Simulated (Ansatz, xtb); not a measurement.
## Relative energy of two isomers of ClGeH6NSi

Structure X: `N[SiH2][GeH2][Cl]`, a singlet. Structure Y: `Cl[SiH2][NH][GeH3]`, a singlet. Both are isolated molecules in the gas phase, relaxed with B3LYP-D3(BJ)/def2-SVP; each stands in its lowest conformer found.

Estimate which is lower in electronic energy at CCSD(T)/def2-SVP + ΔMP2/def2-TZVPP, and by roughly how much.

The CCSD(T)/def2-SVP + ΔMP2/def2-TZVPP calculation puts structure Y lower, by 0.420 eV.

Level by level:

| level | geometry | E(Y) − E(X) (eV) | departure from the last row (eV) | job, with rough time for the two |
| --- | --- | --- | --- | --- |
| B3LYP-D3(BJ)/def2-SVP | B3LYP-D3(BJ)/def2-SVP | −0.307 | +0.113 | optimisation, 56 s |
| HF/def2-SVP | B3LYP-D3(BJ)/def2-SVP | −0.499 | −0.079 | part of the CCSD(T) run |
| MP2/def2-SVP | B3LYP-D3(BJ)/def2-SVP | −0.543 | −0.123 | part of the CCSD(T) run |
| CCSD(T)/def2-SVP | B3LYP-D3(BJ)/def2-SVP | −0.484 | −0.064 | single point |
| CCSD(T)/def2-SVP + ΔMP2/def2-TZVPP | B3LYP-D3(BJ)/def2-SVP | −0.420 |  | single point, 20 s |

As drawn, Y has 1 Cl–Si, 1 Ge–N, 1 Ge–H in place of 1 Ge–Si, 1 Cl–Ge, 1 N–H.

The levels shown agree on the order. The largest departure from CCSD(T)/def2-SVP + ΔMP2/def2-TZVPP is that of MP2/def2-SVP, 0.123 eV. Levels run at GFN2-xTB geometries aren't shown. The last row adds to CCSD(T) the change of the MP2 difference between the two basis sets, here +0.064 eV.

With harmonic frequencies from B3LYP-D3(BJ)/def2-SVP (ideal gas, rigid rotor, one conformer each, 298.15 K, 1 atm): on the last row, ΔE + ΔZPE = −0.463 eV. A mode under 50 cm⁻¹ makes harmonic enthalpies and free energies unreliable, so none is given.

The correlated steps freeze 20 core orbitals; the filled d shell of Ge is correlated, in a basis made for valence electrons. Run with Ansatz 0.2.0; the last row on 2 threads of Intel(R) Xeon(R) 6975P-C (Granite Rapids) on a shared host.
